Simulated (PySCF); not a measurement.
Give a PBE0-D3(BJ)/def2-SVP geometry of `C=COC(=C)S(=O)(=O)O`.

Z-matrix in Å and degrees, rows numbered from 1:
```
C 
C   1  1.3300
O   2  1.3704  1  126.00
C   3  1.3447  2  118.65  1    11.30
C   4  1.3290  3  124.73  2  -116.45
S   4  1.8136  3  115.22  2    66.11
O   6  1.4478  4  107.88  3    14.83
O   6  1.4439  4  109.19  3  -121.68
O   6  1.6230  4  101.43  3   127.99
H   1  1.0927  2  123.06  3    -1.39
H   1  1.0901  2  118.79  3  -179.58
H   2  1.0911  1  124.21  3  -179.32
H   5  1.0918  4  119.92  3     4.12
H   5  1.0906  4  120.44  3  -174.61
H   9  0.9700  6  107.73  4   -86.64
```

O9 (hydroxyl oxygen) is bent (angle 107.7°). The C–O distances run from 1.345 Å (O3–C4, drawn single) to 1.370 Å (C2–O3, drawn single), a spread of 0.025 Å. The 3 O–S bonds span 1.444 Å (S6=O8, drawn double) to 1.623 Å (S6–O9, drawn single), a spread of 0.179 Å. Of the pairs four or more bonds apart, C4···H10 is among the closest relative to their van der Waals radii: 2.59 Å, 89 % of the sum of Bondi's values.

Method: PBE0-D3(BJ)/def2-SVP geometry optimisation, gas phase in PySCF.

Point group: C1 (no symmetry element, even within 0.4 Å). No PBE0-D3(BJ)/def2-SVP frequencies stand behind this structure, so it isn't proved a minimum. The numbers are those of one conformer (C1–C2–O3–C4 11°, C2–O3–C4–C5 -116°, O3–C4–S6–O7 15°, C4–S6–O9–H -87°).
